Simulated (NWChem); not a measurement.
**Polarisability of F2Zn**

```
Zn
F 1 1.7300
F 1 1.7300 2 180.00
```
Charge 0, spin multiplicity 1.

Program: NWChem. Structure: optimised with PBE0/def2-SVP, a minimum by its harmonic frequencies.

Basis set: 6-31G*. The field's frequency is 0.0428 Ha (1065 nm). This basis has no diffuse functions, which lowers polarisabilities.

The correlated methods keep 11 core orbitals frozen. B3LYP has NWChem's definition, with VWN1-RPA local correlation. The Pople sets run with spherical d functions. The structure started from a generated list of species. Coupled-cluster values serve here as a point of comparison, not as the truth.

```
method                isotropic polarisability (bohr³)
--------------------  --------------------------------
PBE                                              18.86
HF                                               11.83
PBE0                                                 …
B3LYP                                                …
CCSD linear response                             15.40
```

Question: Complete the blanks.

Answer: 
- PBE0, isotropic polarisability (bohr³): 16.34
- B3LYP, isotropic polarisability (bohr³): 17.03
